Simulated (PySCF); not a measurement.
Pb (lead, neutral) across methods

[Xe] 4f14 5d10 6s1 6p3, high-spin 5S determinant (an excited configuration). Calculation: PySCF 2.14, in aug-cc-pVQZ-PP with one added diffuse shell each of s, p, d, f, g type with ECP60MDF (8s8p6d4f3g, 117 functions); scalar relativity through the core potential. The B2PLYP total includes its PT2 part (frozen core); its orbital energies are those of the SCF part.

| method | E (hartree) | mean ε 5d β (eV) | mean ε 6s α (eV) | mean ε 6p α (eV) | Σ⟨r²⟩ (bohr²) | ⟨S²⟩ |
| --- | --- | --- | --- | --- | --- | --- |
| r2SCAN | -192.6902 | -22.506 | -14.452 | -5.228 | 67.24 | 6.006 |
| TPSSh | -192.5301 | -22.889 | -14.466 | -5.281 | 67.80 | 6.003 |
| LDA | -192.3030 | -22.106 | -13.946 | -4.995 | 68.25 | 6.002 |
| BLYP | -192.5452 | -21.927 | -13.414 | -4.591 | 68.67 | 6.001 |
| B2PLYP | -192.2769 | -26.387 | -16.929 | -6.591 | 67.94 | 6.004 |
| PBE | -192.6096 | -22.002 | -13.729 | -4.889 | 68.25 | 6.003 |
| PBE0 | -192.5970 | -24.217 | -15.448 | -5.855 | 67.68 | 6.004 |
| UHF | -191.66358 | -30.010 | -19.835 | -8.340 | 67.95 | 6.010 |

Energies and moments cover only the electrons outside the core potential. Spin-orbit coupling, which splits the p, d and f shells strongly at this Z, is absent. Spin-orbit coupling is strong in this species (close to jj coupling), so the high-spin LS determinant is a model state, not a physical level.
